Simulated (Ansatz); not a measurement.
## Worked example: the step energy

An elementary step of SiNH4ClF2, closed shell (SiNH₃F₂ ([NH2][SiH]([F])[F]) + HCl → SiHClF₂ ([F][SiH]([F])[Cl]) + NH₃ (still joined by a long Si–N bond); Si–N, H–Cl broken or loosened, Si–Cl, N–H formed or tightened). “Start” and “end” are the PBE0-D4/def2-TZVP structures reached by relaxing down either side of its saddle point, with the molecules still in contact.

Computed with Ansatz 0.2.0 (basis: def2-TZVPP and def2-QZVPP); correlated methods freeze the cores.

Energies in eV:

| quantity | end | start |
| --- | --- | --- |
| Hartree–Fock, triple zeta (X = 3) | -27331.73736 | -27331.64309 |
| Hartree–Fock, quadruple zeta (X = 4) | -27332.67782 | -27332.60165 |
| MP2 correlation, X = 3 | -28.58793 | -28.36899 |
| MP2 correlation, X = 4 | -31.20961 | -30.95306 |
| CCSD(T) correlation, X = 3 | -30.45060 | -30.25758 |

Problem. Work out the step energy at the basis limit: extrapolate Hartree–Fock as E(X) = E∞ + A exp(−7.88 √X) and the MP2 correlation as E(X) = E∞ + B X^−2.97 (the exponents that Neese and Valeev fitted for def2-TZVPP and QZVPP), then add CCSD(T) − MP2 in triple zeta.

Solution. Each step is linear, so take the differences first (end − start): Hartree–Fock -0.09427 (X = 3) and -0.07617 (X = 4); MP2 correlation -0.21894 and -0.25655; CCSD(T) correlation -0.19302.
Two points give E∞ = E(4) + w [E(4) − E(3)], with w = 1/(exp(7.88 (2 − √3)) − 1) = 0.1377 for Hartree–Fock and w = 1/((4/3)^2.97 − 1) = 0.7407 for the correlation.
Hartree–Fock: -0.07617 + 0.1377 × 0.01810 = -0.0737 eV.
MP2 correlation: -0.25655 + 0.7407 × (-0.03761) = -0.2844 eV.
CCSD(T) − MP2: -0.19302 − (-0.21894) = 0.0259 eV.
Sum: -0.0737 + (-0.2844) + 0.0259 = -0.3322 eV, or -7.66 kcal/mol. Plain CCSD(T) in triple zeta gives -0.2873 eV, so the larger basis shifts the result by -0.0449 eV.

T1 diagnostic: at most 0.011.

Hydrogen chloride, the by-product of chloride precursors, can attack films and sites by steps of this kind.

Labels in which every atom is bracketed show which atoms are joined, not bond orders.

For scale, one of the runs: CCSD(T)/def2-TZVPP, 233 basis functions, launched by `ansatz run in.yaml --threads 4 --pin off --events-out ev --progress --plain --max-ram 9574MiB`. Hardware: 4 CPU threads of an Arm Neoverse V2, shared host. Wall time 100 s; peak host memory 4.2 GiB.
